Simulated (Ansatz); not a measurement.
One change: `[F][Ge]([F])([F])[F]` becomes `[F][Ge]([F])([F])[SiH3]`.

Ansatz, PBE0-D4/def2-TZVP geometries, multiplicity 1. 

Scalar relativity is left out up to krypton.

| property | `[F][Ge]([F])([F])[F]` |
| --- | --- |
| size of the dipole moment (ωB97M-V/def2-TZVPP) / D | 0.00 |
| LUMO energy (PBE/def2-TZVPP) / eV | -2.88 |
| HOMO–LUMO gap (B3LYP/def2-TZVPP) / eV | 10.20 |
| zero-point energy (PBE0-D4/def2-TZVP) / kJ/mol | 25.9 |
| HOMO–LUMO gap (PBE0/def2-TZVPP) / eV | 10.96 |
| HOMO energy (PBE/def2-TZVPP) / eV | -10.48 |

What does the change do to each property? (Estimate.)

The calculation gave: 
```json
{"property": "size of the dipole moment (ωB97M-V/def2-TZVPP) / D", "`[F][Ge]([F])([F])[SiH3]`": "4.14", "shift": "4.14"}
{"property": "LUMO energy (PBE/def2-TZVPP) / eV", "`[F][Ge]([F])([F])[SiH3]`": "-1.71", "shift": "1.17"}
{"property": "HOMO–LUMO gap (B3LYP/def2-TZVPP) / eV", "`[F][Ge]([F])([F])[SiH3]`": "8.46", "shift": "-1.74"}
{"property": "zero-point energy (PBE0-D4/def2-TZVP) / kJ/mol", "`[F][Ge]([F])([F])[SiH3]`": "84.5", "shift": "58.6"}
{"property": "HOMO–LUMO gap (PBE0/def2-TZVPP) / eV", "`[F][Ge]([F])([F])[SiH3]`": "8.97", "shift": "-1.99"}
{"property": "HOMO energy (PBE/def2-TZVPP) / eV", "`[F][Ge]([F])([F])[SiH3]`": "-8.33", "shift": "2.15"}
```

With PBE0 the HOMO rises by 2.97 eV and the LUMO rises by 0.99 eV, so the gap narrows by about 1.98 eV. PBE moves the HOMO by 2.15 eV and ωB97M-V by 3.40 eV. The zero-point energy changes by 58.6 kJ/mol with +9 modes.

B3LYP here is the variant with VWN-RPA as its local correlation; programs differ in this.
